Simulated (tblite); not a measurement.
Parent: `[CH3:1][C:2]1=[C:3]([F:4])[P@@:5]1(=[O:6])[CH:7]1[CH2:8][CH2:9][CH2:10]1` with C3–P5–C7–C8 -82°, C2–C3–P5–O6 107°, P5–C7–C8–C9 104°, C7–C8–C9–C10 12°, C8–C9–C10–C7 -12°, C7H10FOP.

Computed geometry: GFN2-xTB, gas phase. One conformer each, not checked by frequencies here.

| coordinate of the parent | value |
| --- | --- |
| C1–C2 | 1.474 Å |
| C2=C3 | 1.342 Å |
| C3–F4 | 1.334 Å |
| C3–P5 | 1.802 Å |
| P5=O6 | 1.464 Å |
| P5–C7 | 1.833 Å |
| C7–C8 | 1.539 Å |
| C8–C9 | 1.535 Å |
| C9–C10 | 1.535 Å |
| C2–P5 | 1.826 Å |
| C7–C10 | 1.527 Å |
| C1–C2–C3 | 141.2° |
| C1–C2–P5 | 151.3° |
| C3–C2–P5 | 67.3° |
| C2–C3–F4 | 135.6° |
| C2–C3–P5 | 69.3° |
| F4–C3–P5 | 154.8° |
| C3–P5–O6 | 124.5° |
| C3–P5–C7 | 113.5° |
| O6–P5–C7 | 115.3° |
| C2–P5–C3 | 43.4° |
| C2–P5–O6 | 125.2° |
| C2–P5–C7 | 115.8° |
| P5–C7–C8 | 108.9° |
| P5–C7–C10 | 115.0° |
| C8–C7–C10 | 89.9° |
| C7–C8–C9 | 88.7° |

Problem. How does the shared frame change in `[CH3:1][C:2]1=[C:3]([F:4])[P@@:5]1(=[O:6])[CH2:7][OH:8]` with C3–P5–C7–O8 164°, P5–C7–O8–H 49°, C4H6FO2P? Atoms pair as C1 = C1, C2 = C2, C3 = C3, F4 = F4, P5 = P5, O6 = O6 (parent first).

Solution. 
| parent | relative | value in the relative | change |
| --- | --- | --- | --- |
| C1–C2 | C1–C2 | 1.472 Å | -0.002 |
| C2=C3 | C2=C3 | 1.342 Å | 0.000 |
| C3–F4 | C3–F4 | 1.329 Å | -0.005 |
| C3–P5 | C3–P5 | 1.799 Å | -0.003 |
| P5=O6 | P5=O6 | 1.467 Å | +0.003 |
| C2–P5 | C2–P5 | 1.824 Å | -0.002 |
| C1–C2–C3 | C1–C2–C3 | 141.7° | +0.5 |
| C1–C2–P5 | C1–C2–P5 | 150.9° | -0.4 |
| C3–C2–P5 | C3–C2–P5 | 67.2° | -0.1 |
| C2–C3–F4 | C2–C3–F4 | 136.2° | +0.6 |
| C2–C3–P5 | C2–C3–P5 | 69.3° | 0.0 |
| F4–C3–P5 | F4–C3–P5 | 154.2° | -0.6 |
| C3–P5–O6 | C3–P5–O6 | 126.4° | +1.9 |
| C2–P5–C3 | C2–P5–C3 | 43.5° | +0.1 |
| C2–P5–O6 | C2–P5–O6 | 126.0° | +0.8 |

Of the parent's bonds, C3–F4 changes most (-0.005 Å). Bonds of the relative outside the shared frame: P5–C7 1.862, C7–O8 1.387 Å. Point group C1 → C1.

Problem. How does the shared frame change in `[CH3:1][C:2]1=[C:3]([F:4])[P@:5]1(=[O:6])[CH2:7][CH2:8][CH2:9][OH:10]` with C3–P5–C7–C8 121°, P5–C7–C8–C9 -57°, C7–C8–C9–O10 51°, C8–C9–O10–H 76°, C6H10FO2P? Atoms pair as C1 = C1, C2 = C2, C3 = C3, F4 = F4, P5 = P5, O6 = O6 (parent first).

Solution. 
| parent | relative | value in the relative | change |
| --- | --- | --- | --- |
| C1–C2 | C1–C2 | 1.479 Å | +0.005 |
| C2=C3 | C2=C3 | 1.342 Å | 0.000 |
| C3–F4 | C3–F4 | 1.335 Å | +0.001 |
| C3–P5 | C3–P5 | 1.790 Å | -0.012 |
| P5=O6 | P5=O6 | 1.468 Å | +0.004 |
| C2–P5 | C2–P5 | 1.839 Å | +0.013 |
| C1–C2–C3 | C1–C2–C3 | 138.3° | -2.9 |
| C1–C2–P5 | C1–C2–P5 | 155.1° | +3.8 |
| C3–C2–P5 | C3–C2–P5 | 66.4° | -0.9 |
| C2–C3–F4 | C2–C3–F4 | 136.8° | +1.2 |
| C2–C3–P5 | C2–C3–P5 | 70.2° | +0.9 |
| F4–C3–P5 | F4–C3–P5 | 152.8° | -2.0 |
| C3–P5–O6 | C3–P5–O6 | 126.4° | +1.9 |
| C2–P5–C3 | C2–P5–C3 | 43.4° | 0.0 |
| C2–P5–O6 | C2–P5–O6 | 121.8° | -3.4 |

Of the parent's bonds, C3–P5 and C2–P5 change most and about equally (-0.012 to +0.013 Å). Bonds of the relative outside the shared frame: P5–C7 1.846, C7–C8 1.517, C8–C9 1.529, C9–O10 1.408 Å. Point group C1 → C1.

Problem. How does the shared frame change in `[CH3:1][C:2]1=[C:3]([F:4])[P@:5]1(=[O:6])[CH2:7][CH:8]([CH3:9])[CH3:10]` with C3–P5–C7–C8 107°, P5–C7–C8–C9 178°, C7H12FOP? Atoms pair as C1 = C1, C2 = C2, C3 = C3, F4 = F4, P5 = P5, O6 = O6 (parent first).

Solution. 
| parent | relative | value in the relative | change |
| --- | --- | --- | --- |
| C1–C2 | C1–C2 | 1.475 Å | +0.001 |
| C2=C3 | C2=C3 | 1.341 Å | -0.001 |
| C3–F4 | C3–F4 | 1.333 Å | -0.001 |
| C3–P5 | C3–P5 | 1.801 Å | -0.001 |
| P5=O6 | P5=O6 | 1.464 Å | 0.000 |
| C2–P5 | C2–P5 | 1.828 Å | +0.002 |
| C1–C2–C3 | C1–C2–C3 | 140.7° | -0.5 |
| C1–C2–P5 | C1–C2–P5 | 151.8° | +0.5 |
| C3–C2–P5 | C3–C2–P5 | 67.2° | -0.1 |
| C2–C3–F4 | C2–C3–F4 | 136.1° | +0.5 |
| C2–C3–P5 | C2–C3–P5 | 69.4° | +0.1 |
| F4–C3–P5 | F4–C3–P5 | 154.2° | -0.6 |
| C3–P5–O6 | C3–P5–O6 | 124.8° | +0.3 |
| C2–P5–C3 | C2–P5–C3 | 43.4° | 0.0 |
| C2–P5–O6 | C2–P5–O6 | 124.6° | -0.6 |

No shared bond changes by more than 0.004 Å. Bonds of the relative outside the shared frame: P5–C7 1.832, C7–C8 1.527, C8–C9 1.526, C8–C10 1.523 Å. Point group C1 → C1.

Problem. How does the shared frame change in `[CH3:1][C:2]1=[C:3]([F:4])[P@@:5]1(=[O:6])[c:7]1[cH:8][cH:9][cH:10][o:11]1` with C3–P5–C7–C8 -152°, C7H6FO2P? Atoms pair as C1 = C1, C2 = C2, C3 = C3, F4 = F4, P5 = P5, O6 = O6, C7 = C7 (parent first).

Solution. 
```csv
parent,relative,value in the relative,change
C1–C2,C1–C2,1.473 Å,-0.001
C2=C3,C2=C3,1.343 Å,+0.001
C3–F4,C3–F4,1.330 Å,-0.004
C3–P5,C3–P5,1.800 Å,-0.002
P5=O6,P5=O6,1.462 Å,-0.002
P5–C7,P5–C7,1.783 Å,-0.050
C2–P5,C2–P5,1.821 Å,-0.005
C1–C2–C3,C1–C2–C3,141.2°,0.0
C1–C2–P5,C1–C2–P5,151.3°,0.0
C3–C2–P5,C3–C2–P5,67.4°,+0.1
C2–C3–F4,C2–C3–F4,136.0°,+0.4
C2–C3–P5,C2–C3–P5,69.1°,-0.2
F4–C3–P5,F4–C3–P5,154.8°,0.0
C3–P5–O6,C3–P5–O6,126.7°,+2.2
C3–P5–C7,C3–P5–C7,112.0°,-1.5
O6–P5–C7,O6–P5–C7,114.9°,-0.4
C2–P5–C3,C2–P5–C3,43.5°,+0.1
C2–P5–O6,C2–P5–O6,127.3°,+2.1
C2–P5–C7,C2–P5–C7,113.7°,-2.1
```

Of the parent's bonds, P5–C7 changes most (-0.050 Å). Bonds of the relative outside the shared frame: C7–C8 1.371, C8–C9 1.411, C9–C10 1.365, C10–O11 1.337, C7–O11 1.347 Å. Point group C1 → C1.

Problem. How does the shared frame change in `[CH3:1][C:2]1=[C:3]([CH3:4])[P:5]1(=[O:6])[CH:7]1[CH2:8][CH2:9][CH2:10]1` with C3–P5–C7–C8 84°, C2–C3–P5–O6 -107°, P5–C7–C8–C9 -106°, C7–C8–C9–C10 -11°, C8–C9–C10–C7 11°, C8H13OP? Atoms pair as C1 = C1, C2 = C2, C3 = C3, P5 = P5, O6 = O6, C7 = C7, C8 = C8, C9 = C9, C10 = C10 (parent first).

Solution. 
```csv
parent,relative,value in the relative,change
C1–C2,C1–C2,1.475 Å,+0.001
C2=C3,C2=C3,1.348 Å,+0.006
C3–P5,C3–P5,1.802 Å,0.000
P5=O6,P5=O6,1.470 Å,+0.006
P5–C7,P5–C7,1.836 Å,+0.003
C7–C8,C7–C8,1.539 Å,0.000
C8–C9,C8–C9,1.535 Å,0.000
C9–C10,C9–C10,1.535 Å,0.000
C2–P5,C2–P5,1.803 Å,-0.023
C7–C10,C7–C10,1.527 Å,0.000
C1–C2–C3,C1–C2–C3,140.0°,-1.2
C1–C2–P5,C1–C2–P5,151.7°,+0.4
C3–C2–P5,C3–C2–P5,68.0°,+0.7
C2–C3–P5,C2–C3–P5,68.1°,-1.2
C3–P5–O6,C3–P5–O6,125.2°,+0.7
C3–P5–C7,C3–P5–C7,114.3°,+0.8
O6–P5–C7,O6–P5–C7,114.6°,-0.7
C2–P5–C3,C2–P5–C3,43.9°,+0.5
C2–P5–O6,C2–P5–O6,125.6°,+0.4
C2–P5–C7,C2–P5–C7,115.0°,-0.8
P5–C7–C8,P5–C7–C8,109.5°,+0.6
P5–C7–C10,P5–C7–C10,115.0°,0.0
C8–C7–C10,C8–C7–C10,90.0°,+0.1
C7–C8–C9,C7–C8–C9,88.9°,+0.2
```

Of the parent's bonds, C2–P5 changes most (-0.023 Å). Bonds of the relative outside the shared frame: C3–C4 1.476 Å. Point group C1 → C1.
